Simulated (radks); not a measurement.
Coulomb parameter of the 3d shell of neutral manganese in the model configuration [Ar] 3d6 4s1, as a second difference U = [E(n + 0.25) + E(n - 0.25) - 2 E(n)] / (0.25)^2 with all orbitals relaxed. "Bare": the charge of the atom changes with n. "Screened": the 4s shell takes up the change at fixed total charge, which measures U(3d,3d) + U(4s,4s) - 2 U(3d,4s). Method: Dirac Kohn-Sham, PBE, spin-unpolarised, spherical densities, finite nucleus; open shells are shared between the two j in proportion to 2j + 1; Fermi nuclear charge, rms radius 3.7057 fm; computed with a radial shooting solver on a logarithmic mesh with Libxc functionals.

| case | configuration | E - E(n) (eV) |
|---|---|---|
| start | [Ar] 3d6 4s1 | 0.000 |
| bare +0.25 | [Ar] 3d6.25 4s1 | -0.572 |
| bare -0.25 | [Ar] 3d5.75 4s1 | 1.144 |
| screened +0.25 | [Ar] 3d6.25 4s0.75 | 0.244 |
| screened -0.25 | [Ar] 3d5.75 4s1.25 | -0.129 |

U(bare) = 9.149 eV, U(screened by 4s) = 1.851 eV. The step up makes a negative ion, whose loosely bound charge lowers the bare value.
